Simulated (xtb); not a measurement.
xtb input (GFN2-xTB):

```bash
xtb mol.xyz --gfn 2 --ohess tight --chrg 1 --uhf 0
```
mol.xyz:
```
10

Si    -0.23002477     0.68378608    -0.03139023
Cl    -0.25616801     1.83966642    -1.72635449
Cl    -0.23095019     1.96663859     1.68958045
N      1.22561467    -0.36183758    -0.06237480
N     -1.69711560    -0.36593894     0.05905282
H      1.17776795    -1.02456022    -0.81633296
H      1.22956094    -0.97847089     0.80022977
H     -1.65214479    -1.01658667    -0.78957599
H     -1.57686427    -0.97436239     0.94515709
H      2.09652622     0.22464115    -0.03346818
```

End of the output:

```
   ------------------------------------------------------------------------
    298.15    0.946875E-02    0.753727E-01    0.430363E-01    0.323365E-01
   ------------------------------------------------------------------------

         :::::::::::::::::::::::::::::::::::::::::::::::::::::
         ::                  THERMODYNAMIC                  ::
         :::::::::::::::::::::::::::::::::::::::::::::::::::::
         :: total free energy         -18.877292682677 Eh   ::
         ::.................................................::
         :: total energy              -18.909629145114 Eh   ::
         :: zero point energy           0.065903994095 Eh   ::
         :: G(RRHO) w/o ZPVE           -0.033567531658 Eh   ::
         :: G(RRHO) contrib.            0.032336462437 Eh   ::
         :::::::::::::::::::::::::::::::::::::::::::::::::::::

optimized geometry written to: xtbopt.xyz

           -------------------------------------------------
          | TOTAL ENERGY              -18.909629145114 Eh   |
          | TOTAL ENTHALPY            -18.834256402362 Eh   |
          | TOTAL FREE ENERGY         -18.877292682677 Eh   |
          | GRADIENT NORM               0.000485500472 Eh/α |
          | HOMO-LUMO GAP               6.177272892784 eV   |
           -------------------------------------------------

------------------------------------------------------------------------
------------------------------------------------------------------------
 total:
 SCF:
 ANC optimizer:
 analytical hessian:
```

It need not be the lowest isomer of its formula.
